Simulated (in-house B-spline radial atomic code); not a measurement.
Radial electron density of Ga6+, [Ar] 3d7. Level of theory: non-relativistic M06-2X, spin-polarised, spherical fractional occupations, exact exchange averaged over the configuration, point nucleus; calculated with a B-spline radial code for spherical atoms.

Columns: r (bohr), 4πr²n(r) (electrons per bohr), bar.

```
 0.00219    1.073 #
 0.00261    1.486 ##
 0.00311    2.045 ##
  0.0037    2.791 ###
 0.00441    3.794 ####
 0.00525    5.104 #####
 0.00626    6.816 #######
 0.00745    8.968 #########
 0.00887    11.64 ############
  0.0106    14.94 ###############
  0.0126    18.66 ###################
   0.015    22.81 #######################
  0.0179    27.19 ############################
  0.0213     31.3 ################################
  0.0253    34.69 ###################################
  0.0302    36.96 ######################################
  0.0359    37.56 ######################################
  0.0428    36.48 #####################################
   0.051    34.19 ###################################
  0.0607    31.74 ################################
  0.0723     30.5 ###############################
  0.0861    31.65 ################################
   0.103    35.43 ####################################
   0.122    40.05 #########################################
   0.145    43.33 ############################################
   0.173    42.63 ###########################################
   0.206    37.25 ######################################
   0.246    29.24 ##############################
   0.293    22.68 #######################
   0.348    20.51 #####################
   0.415    22.41 #######################
   0.494    25.02 #########################
   0.589    24.67 #########################
   0.701    20.36 #####################
   0.835    13.94 ##############
   0.994    7.787 ########
    1.18    3.558 ####
    1.41    1.256 #
    1.68   0.3486 
       2  0.07392 
    2.38  0.01141
```

On this grid the curve has 3 maxima, near 0.0359, 0.145, 0.494 bohr.

The 3d down radial function P(r) = rR(r), positive near the nucleus:

```csv
r (bohr),P
0.0179,0.001976
0.0253,0.005183
0.0359,0.01336
0.051,0.03318
0.0723,0.07772
0.103,0.1714
0.145,0.3366
0.206,0.5978
0.293,0.9132
0.415,1.16
0.589,1.18
0.835,0.9323
1.18,0.5439
1.68,0.2052
2.38,0.04247
```
